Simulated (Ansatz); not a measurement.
Computed with Ansatz on PBE0-D4/def2-TZVP structures; ΔE is electronic, products minus reactants. CBS: MP2 limit from def2 TZ/QZ plus the TZ coupled-cluster correction, frozen cores. DFT in def2-TZVPP. B3LYP here is the variant with VWN-RPA as its local correlation; programs differ in this. One conformer a species, not always the lowest.

Reaction (redistribution): `C[SiH2]N[SiH3]` + `CC[SiH](O)F` → `C[SiH2][SiH](O)F` + `CCN[SiH3]`

Task: Is it downhill or uphill in electronic energy at CCSD(T)/CBS, and by how much? (An estimate is asked.)

Result: Computed: Uphill: ΔE = +34.7 kcal/mol.

Task: What do these levels give: PBE-D4, B3LYP-D4, r2SCANh-D4, ωB97M-V, PBE-QIDH, PBE, r2SCAN, r2SCAN0, HF/def2-SVP, HF/def2-QZVPP, MP2/def2-QZVPP, SCS-MP2/def2-QZVPP? (Best estimate.)

Result: The calculation gave: PBE-D4 29.0, B3LYP-D4 32.7, r2SCANh-D4 33.9, ωB97M-V 35.4, PBE-QIDH 34.1, PBE 28.7, r2SCAN 33.5, r2SCAN0 34.4, HF/def2-SVP 32.6, HF/def2-QZVPP 36.0, MP2/def2-QZVPP 37.1, SCS-MP2/def2-QZVPP 36.2 kcal/mol.

Largest T1 diagnostic among the species: 0.012.

From PBE to PBE0 (25 % exact exchange), in def2-TZVPP and without D4, ΔE moves by +2.1 kcal/mol. Leaving LDA and LC-ωPBE aside and taking each functional with its dispersion term where it has one, the values spread over 6.4 kcal/mol, from PBE-D4 to ωB97M-V. LDA lies +0.8 kcal/mol from PBE without D4.
